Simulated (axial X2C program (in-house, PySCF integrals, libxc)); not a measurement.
## BrF: cheaper levels and CCSD(T), with spin–orbit coupling

Computed with an in-house relativistic program for diatomic molecules. Two-component (2c) means X2C with spin–orbit coupling and atomic mean-field two-electron Coulomb and Gaunt terms. Basis: Br dyall-cv3z [8s9p6d4f1g], F dyall-av3z [7s6p3d2f] (cores contracted in-house); Gaussian nuclei, density fitting, unrestricted open shells. Masses: Br 78.918 u, F 18.998 u.

State: Ω = 0 (closed shell); fragments Br + F.

```csv
level,Re (Å),ωe (cm⁻¹),De (eV)
PBE0,1.756,696.1,2.57
HF,1.716,771.0,0.309
MP2,1.765,680.5,2.76
CCSD,1.759,687.7,2.31
```

Correlated methods: 14 electrons correlated (number of frozen shells: Br 3 s, 2 p, 1 d; F 1 s), 210 virtual spin orbitals or spinors in MP2, 90 natural virtuals in coupled cluster.

CCSD(T), same Hamiltonian and basis:

Re = 1.770 Å, ωe = 663.7 cm⁻¹, De = 2.48 eV; T1 = 0.012 (Lee–Taylor normalisation).

Problem. Give the differences from CCSD(T) in the columns below.

Solution. 

| level | ΔRe (Å) | Δωe (cm⁻¹) | ΔDe (eV) |
| --- | --- | --- | --- |
| PBE0 | -0.014 | 32 | 0.09 |
| HF | -0.054 | 107 | -2.17 |
| MP2 | -0.005 | 17 | 0.28 |
| CCSD | -0.011 | 24 | -0.17 |

One determinant describes the state; a PBE0 search over occupations chose it and may have missed a lower one. Closed shells are restricted here (equal orbitals for both partners); the stretched side of such a curve lies too high. De is counted from the lowest determinant-based energies of the atoms at the same level, without counterpoise correction. Coupled cluster ran in a truncated set of natural virtual spinors; the MP2 energy of the rest was added. (T) has no such correction and the atoms are truncated less, which lowers De at CCSD(T) by a hundredth of an eV or more. In 2c an atomic determinant is not the ground J level, so De misses part of the atomic spin–orbit lowering. This holds for PBE0. Without a current term, density functionals place determinants with orbital angular momentum somewhat too high.
